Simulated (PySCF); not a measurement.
These compounds are isomers of formula C$_{7}$H$_{8}$O$_{2}$.

A. SMILES O=C(O)[C@@]12CC=C[C@@H]1C2
B. 2,6-dimethyl-4-pyrone (SMILES Cc1cc(=O)cc(C)o1)
C. SMILES C(C)#C/C=C(\C=O)CO

Spectrum 1. $^{1}$H NMR (500 MHz, computed): δ 10.53 (s, 1H), 6.70 (s, 1H), 4.59 (s, 2H), 3.20 (br s, 1H), 2.40 (s, 3H). $^{13}$C{$^{1}$H} NMR (computed): δ 200.7 (CH), 156.4 (C), 136.0 (CH), 115.7 (C), 81.7 (C), 69.4 (CH2), 6.4 (CH3).

Spectrum 2. $^{1}$H NMR (500 MHz, computed): δ 6.15 (m, 1H), 5.80 (br s, 1H), 5.76 (m, 1H), 3.54 (m, 1H), 2.52 (m, 1H), 2.49 (m, 1H), 1.97 (m, 1H), 0.39 (m, 1H). $^{13}$C{$^{1}$H} NMR (computed): δ 178.9 (C), 140.7 (CH), 139.1 (CH), 41.8 (CH), 41.3 (CH2), 31.3 (C), 29.3 (CH2).

Spectrum 3. $^{1}$H NMR (500 MHz, computed): δ 6.12 (s, 2H), 2.24 (s, 6H). $^{13}$C{$^{1}$H} NMR (computed): δ 179.1 (C), 169.2 (C), 122.5 (CH), 23.1 (CH3).

Computed data (PySCF 2.14): geometry: GFN2-xTB, shielding tensors at PBE0/pcSseg-1 (GIAO). No relativistic terms, rapidly exchanging positions averaged, gas phase, single conformer.

Shifts are taken against calculated references (same method and geometry level): $^{1}$H (31.72 ppm) and $^{13}$C (186.93 ppm) vs TMS. Where no couplings were computed, multiplicities follow the n + 1 count of equivalent neighbours, and m marks all less simple cases (inequivalent or close neighbours, rings, F or P nearby). Acid and N–H amide carbonyl carbons lie up to 10 ppm further downfield in solution (hydrogen bonding). Shifts are as computed. Against solution values, carbons near 30 ppm lie about +3 ppm off and those near 130 ppm about +5 ppm. Of 1211 compounds with measured shifts, 218 miss one by over three times the rms of a fit or turn the order of signals round; such compounds aren't used in these exercises. OH and NH positions are gas-phase values without hydrogen bonding to other molecules.

Q: Which spectrum belongs to which compound?

A: 1–C, 2–A, 3–B.

- Spectrum 1 (C): 7 $^{13}$C signals; δC 200.7 is an aldehyde carbonyl carbon; δC 156.4 is an α carbon of a C=C–C=O unit.
- Spectrum 2 (A): 7 $^{13}$C signals; δC 178.9 is a carboxylic acid carbon; δC 140.7 is an alkene CH.
- Spectrum 3 (B): 4 $^{13}$C signals; δC 23.1 is a methyl carbon on an unsaturated ring; δC 179.1 is a ring carbonyl carbon.
